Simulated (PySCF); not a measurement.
Geometry:
```
atom   x (Å)   y (Å)   z (Å)
  C1   1.367  -1.262  -0.134
 Si2  -0.305  -1.678   0.670
  C3  -1.704  -0.733  -0.204
 Si4  -1.733   1.164   0.010
 Si5   0.356   1.993  -0.564
 Si6   2.019   0.517   0.094
  H7   1.300  -1.470  -1.204
  H8   2.111  -1.957   0.254
  H9  -0.277  -1.328   2.097
 H10  -0.552  -3.127   0.557
 H11  -2.654  -1.135   0.146
 H12  -1.665  -0.959  -1.271
 H13  -2.078   1.438   1.414
 H14  -2.874   1.672  -0.772
 H15   0.436   2.269  -2.010
 H16   0.572   3.325   0.026
 H17   3.297   0.607  -0.634
 H18   2.376   0.671   1.513
```

[PySCF 2.14: GFN2-xTB structure; σ from GIAO-PBE0/pcSseg-1; non-relativistic; equivalent nuclei averaged; no solvent model; single conformer]

Scale: ¹³C (186.93 ppm) and ¹H (31.72 ppm) and ²⁹Si (349.16 ppm) against TMS (reference shieldings calculated alike).

```
          atoms  nucleus  count  δ (ppm)
  H7/H8/H11/H12       ¹H      4    -0.13
         H9/H10       ¹H      2     4.46
          C1/C3      ¹³C      2    -10.7
H13/H14/H17/H18       ¹H      4     4.34
        H15/H16       ¹H      2        ?
            Si2     ²⁹Si      1    -41.4
        Si4/Si6     ²⁹Si      2        ?
            Si5     ²⁹Si      1   -135.3
```

Complete the table.

Results:


- H15/H16: 3.32 ppm, hydrogen on a silicon bonded to 2 Si, in a 6-membered ring
- Si4/Si6: -74.8 ppm, silicon bonded to C, Si, 2 H, in a 6-membered ring

Shifts are as computed. Against solution values, carbons near 30 ppm lie about +3 ppm off and those near 130 ppm about +5 ppm. Of 1211 compounds with measured shifts, 218 miss one by over three times the rms of a fit or turn the order of signals round; such compounds aren't used in these exercises.
